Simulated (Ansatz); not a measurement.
Coupled-cluster diagnostics for Al4Sb3⁺, Ansatz.

Geometry of the singlet (PBE-D4/def2-SVP):

| atom | x (Å) | y (Å) | z (Å) |
| --- | --- | --- | --- |
| Al1 | -1.798 | 1.119 | -0.656 |
| Al2 | 0.335 | 0.527 | 2.128 |
| Al3 | 1.125 | -1.349 | 0.615 |
| Al4 | -0.530 | -0.889 | -1.548 |
| Sb5 | -0.156 | 2.777 | 0.711 |
| Sb6 | 1.451 | 0.989 | -0.900 |
| Sb7 | -0.428 | -3.176 | -0.349 |

In the def2 sets Sb takes a core potential; there is no spin–orbit coupling. Correlated methods freeze 32 core orbitals; core or outer-core shells of Sb are correlated, in sets that lack core-valence functions. Another isomer (singlet) lies 0.37 eV lower at PBE0-D4/def2-TZVP; other spin states weren't run for this one.

(1) Estimate the CCSD(T) correlation energy, the shares of MP2 and (T), T1 and the reference's ⟨S²⟩ for: charge 1, singlet, own geometry in def2-SVP; and the rough time on 4 threads of Arm Neoverse V2 on a shared host.

Answers

(1) 
| state | basis | correlation (eV) | MP2 share (%) | (T) share (%) | T1 | ⟨S²⟩ (pure) | wall time | remarks |
| --- | --- | --- | --- | --- | --- | --- | --- | --- |
| charge 1, singlet, own geometry | def2-SVP | -17.662 | 89.8 | 7.5 | 0.023 | 0.00 (0.00) | 37 s | large T1 (0.023), restricted SCF unstable |
Customary marks for T1 are 0.02 (closed shells), 0.045 (open shells) and about 0.05 (3d metals). T1 exceeds 0.02 in 1 of 1 rows and 0.045 in 0; the higher it lies, the less the single-reference result can be trusted.
